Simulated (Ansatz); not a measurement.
Total energies of `CC(C)[NH][Zr]([OH])([OH])[OH]`.

```xyz
19

C     2.383   -0.636   -0.299
C     1.272   -0.055    0.564
C     0.449   -1.159    1.205
N     0.406    0.815   -0.207
Zr   -1.615    0.847   -0.500
O    -2.180   -0.678   -1.561
O    -2.541    0.769    1.205
O    -1.915    2.494   -1.469
H     3.058   -1.262    0.292
H     2.978    0.158   -0.758
H     1.958   -1.245   -1.102
H     1.744    0.520    1.377
H    -0.328   -0.745    1.854
H    -0.032   -1.772    0.435
H     1.077   -1.816    1.810
H     0.943    1.529   -0.688
H    -2.026   -1.430   -2.125
H    -3.201    0.468    1.822
H    -2.429    3.196   -1.855
```

Total charge 0; spin multiplicity 1. Correlated methods include outer-core shells of Zr, which these sets cover unevenly. Zr: def2 effective core potential. All single points use the PBE0-D4/def2-TZVP geometry. It is one conformer, not always the lowest. Basis def2-TZVPP, the Gaussian-basis code of Ansatz.

RPA on PBE orbitals: Hartree–Fock energy of these orbitals -445.88399 Eh, correlation -2.84734 Eh (frozen core).

| functional | energy without D4 (Eh) | D4 term (kJ/mol) |
| --- | --- | --- |
| LDA (SPW92) | -445.54087 | – |
| B3LYP | -448.86612 | -71.2 |

(1) Give the same for PBE, revPBE, BLYP, r2SCAN, B97M-V, PBE0, r2SCANh, r2SCAN0, HSE06 (plane-wave form), BHLYP, CAM-B3LYP, LC-ωPBE, ωB97X-V, ωB97M-V, B2PLYP, PBE-QIDH. (An estimate is asked.)

B3LYP takes the VWN-RPA correlation (the form of Gaussian; ORCA's B3LYP/G). HSE06 is the plane-wave form, built on full-range PBE exchange. The double hybrids freeze the cores in their second-order part.

## Answers

(1) Computed: 
```
             functional  energy without D4 (Eh)  D4 term (kJ/mol)
                    PBE              -448.37811             -45.0
                 revPBE              -448.74161            -127.9
                   BLYP              -448.68627             -95.2
                 r2SCAN              -448.65125             -12.3
                 B97M-V              -448.77552                 –
                   PBE0              -448.37113             -38.7
                r2SCANh              -448.61220             -13.1
                r2SCAN0              -448.55613             -14.3
HSE06 (plane-wave form)              -448.34932             -36.3
                  BHLYP              -448.52158             -55.6
              CAM-B3LYP              -448.63971             -39.6
                LC-ωPBE              -448.62061                 –
                ωB97X-V              -448.68258                 –
                ωB97M-V              -448.59942                 –
                 B2PLYP              -448.45688                 –
               PBE-QIDH              -448.26665                 –
```

LC-ωPBE has ω = 0.4 bohr⁻¹.
